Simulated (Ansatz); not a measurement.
One change: `[SiH3]N[SiH2][SiH2]Cl` becomes `N[SiH2][SiH2]Cl`.

Ansatz, PBE0-D4/def2-TZVP geometries, multiplicity 1. Each molecule was computed in one conformer, which needn't be the lowest.

| property | `[SiH3]N[SiH2][SiH2]Cl` |
| --- | --- |
| LUMO energy (PBE/def2-TZVPP) / eV | -1.60 |
| HOMO energy (PBE/def2-TZVPP) / eV | -6.24 |
| LUMO energy (B3LYP/def2-TZVPP) / eV | -0.91 |
| HOMO energy (PBE0/def2-TZVPP) / eV | -7.51 |
| HOMO–LUMO gap (PBE/def2-TZVPP) / eV | 4.63 |
| HOMO–LUMO gap (PBE0/def2-TZVPP) / eV | 6.75 |

(1) Give the same properties after the change, and the shifts. (Estimate.)

## Answers

(1) The calculation gave: 
```csv
property,`N[SiH2][SiH2]Cl`,shift
LUMO energy (PBE/def2-TZVPP) / eV,-1.55,0.05
HOMO energy (PBE/def2-TZVPP) / eV,-6.11,0.13
LUMO energy (B3LYP/def2-TZVPP) / eV,-0.88,0.03
HOMO energy (PBE0/def2-TZVPP) / eV,-7.46,0.05
HOMO–LUMO gap (PBE/def2-TZVPP) / eV,4.56,-0.07
HOMO–LUMO gap (PBE0/def2-TZVPP) / eV,6.76,0.01
```

The zero-point energy changes by -41.3 kJ/mol with -9 modes.

B3LYP here is the variant with VWN-RPA as its local correlation; programs differ in this.
